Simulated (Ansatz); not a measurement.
Consider the ligand exchange at the Si–O bond: `[SiH3][O][Hf]([Cl])([Cl])[Cl]` + HCl → `[SiH3]Cl` + `[OH][Hf]([Cl])([Cl])[Cl]`.

Computed with Ansatz on PBE0-D4/def2-TZVP structures; ΔE is electronic, products minus reactants. CCSD(T)/CBS is the MP2 limit (def2-TZVPP, def2-QZVPP) plus CCSD(T) − MP2 in def2-TZVPP, frozen cores. This one scheme is used for every species. Functionals use def2-TZVPP. B3LYP here is the variant with VWN-RPA as its local correlation; programs differ in this. Elements past krypton have def2 core potentials. For Hf outer-core shells are correlated without core-valence functions, which leaves a few kJ/mol of doubt a bond. Each species was taken in one conformer, which may not be the lowest.

Task: Is it downhill or uphill in electronic energy at CCSD(T)/CBS, and by how much? (An estimate is asked.)

Result: Ansatz gave: Uphill: ΔE = +4.6 kcal/mol.

Task: What do these levels give: r2SCAN-D4, B97M-V, ωB97M-V, revPBE, r2SCAN, B3LYP, BHLYP, HF/def2-SVP, CCSD/def2-SVP, HF/def2-QZVPP, SCS-MP2/def2-QZVPP, CCSD/CBS(def2)? (Estimate.)

Result: The calculation gave: r2SCAN-D4 3.4, B97M-V 4.2, ωB97M-V 3.4, revPBE 1.5, r2SCAN 3.1, B3LYP 3.9, BHLYP 4.5, HF/def2-SVP 3.9, CCSD/def2-SVP 5.6, HF/def2-QZVPP 5.8, SCS-MP2/def2-QZVPP 5.4, CCSD/CBS(def2) 4.6 kcal/mol.

Largest T1 diagnostic among the species: 0.014.

Leaving LDA and LC-ωPBE aside and taking each functional with its dispersion term where it has one, the values, not all of them listed here, spread over 3.3 kcal/mol, from PBE-D4 to BHLYP-D4. The D4 term adds +1.0 kcal/mol with B3LYP and +0.7 kcal/mol with PBE0; it sums over pairs of atoms, weighted by their polarisabilities, and B3LYP, whose exchange is more repulsive, gets the larger term. At CCSD(T), def2-SVP lies +1.1 kcal/mol from the extrapolated value and def2-TZVPP +1.6 kcal/mol.
